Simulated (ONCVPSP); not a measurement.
**Ag (Z = 47): from the effect back to the setting (ONCV)**

Base potential:

```json
{
 "Element": "Ag",
 "Generator": "ONCVPSP 4.0.1",
 "Type": "optimised norm-conserving Vanderbilt (ONCV)",
 "Functional": "PBEsol",
 "Relativity": "fully relativistic",
 "Frozen core": "[Ar] 3d10",
 "Valence charge": "19",
 "Reference configuration": "4s2 4p6 4d10 5s1",
 "Partial waves": "4s+5s: rc 1.35 bohr, ncon 4, nbas 9, qcut 10.9 1/bohr, 2 projectors; 4p: rc 0.95 bohr, ncon 3, nbas 6, qcut 10 1/bohr, 1 projector; 4d: rc 1.30 bohr, ncon 4, nbas 8, qcut 8.6 1/bohr, 1 projector",
 "Local potential": "polynomial inside 0.70 bohr (lpopt 4, dvloc0 0 Ha)",
 "Core correction": "Teter function fitted to the true core (icmod 2), fcfact 0.6"
}
```

Open shells are filled in proportion to 2j + 1.

Cutoffs, loose and tight: the cutoffs (Ha) at which the residual kinetic energy of the hardest occupied pseudo-wave falls to 1 and 0.1 mHa per electron. They do not see the model core or the augmentation charge, which bear on the density cutoff. Test errors are all-electron minus pseudo excitation energies from the reference, over the configurations 4s2 4p6 4d10 5s0; 4s2 4p6 4d9 5s0; 4s2 4p6 4d8 5s0; 4s2 4p6 4d9 5s1 5p1; variants that change the core or the reference have their own tests.

Only the scale of all radii but the core radius (base = 1) is moved (3 further runs of the sweep failed or gave no value and are left out):

```tsv
scale of all radii but the core radius (base = 1)	cutoff, loose	cutoff, tight	bound ghosts	largest test error (meV)
1.01	46 Ha	109 Ha	none	+49
1.05	45 Ha	94 Ha	none	+48
1.11	42 Ha	55 Ha	none	+48
1.2	39 Ha	47 Ha	none	+50
1.33	35 Ha	42 Ha	none	+54
```

Task: One more run gave cutoff, loose: 38 Ha; cutoff, tight: 45 Ha; bound ghosts: none; largest test error (meV): +52. Which value of the scale of all radii but the core radius (base = 1) was used?

Result: 1.23. The tight cutoff moves one way along this sweep, from 109 Ha at 1.01 to 42 Ha at 1.33, which places the run between 1.2 and 1.33.
